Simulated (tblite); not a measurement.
H4Sn, charge +1, doublet, at a GFN2-xTB geometry (such geometries of metal compounds can be far from the true shape) (a state made from the parent by changing its charge; the spin is typed, not shown lowest); GFN1-xTB (tblite).

The tblite input:
```
$ tblite run mol.xyz --method gfn1 --charge 1 --spin 1 --etemp 2000 --json tblite.json --no-restart

# file mol.xyz
5

Sn    -0.00000000     0.00000000     0.00000000
H     -0.83556149     1.27089269    -0.83469882
H     -0.20930557    -1.21031996    -1.22530410
H     -0.18607163    -1.06230516     1.35902114
H      1.23093869     1.00173242     0.70098178
```

What the program printed (banner, timings and long lists left out):

```
xTB calculator
 | screened Coulomb repulsion
 | Coulomb electrostatics
 |  * isotropic Klopman-Ohno-Mataga-Nishimoto electrostatics
 |  * onsite third-order electrostatics
 | DFT-D3(BJ) dispersion correction

halogen bonding energy    0.0000000000000E+00 Eh
repulsion energy          1.0529584084350E-02 Eh
dispersion energy        -7.3038611674100E-04 Eh
number of electrons       7.0000000000000E+00 e
integral cutoff           2.8182813135037E+01 bohr

------------------------------------------------------------
  cycle        total energy    energy error   density error
------------------------------------------------------------
      1     -4.040165999890  -4.0499652E+00   5.9264223E-02
      2     -4.040195268894  -2.9269005E-05   3.7099343E-02
      3     -4.040197440360  -2.1714662E-06   2.1029183E-03
      4     -4.040199522827  -2.0824670E-06   1.7846884E-05
      5     -4.040199522857  -2.9811709E-11   1.0409684E-05
------------------------------------------------------------

electronic energy        -4.0499987208249E+00 Eh
total energy             -4.0401995228573E+00 Eh

Post processing:
 | Mayer-Wiberg bond orders

[Info] JSON dump of results written to 'tblite.json'
```
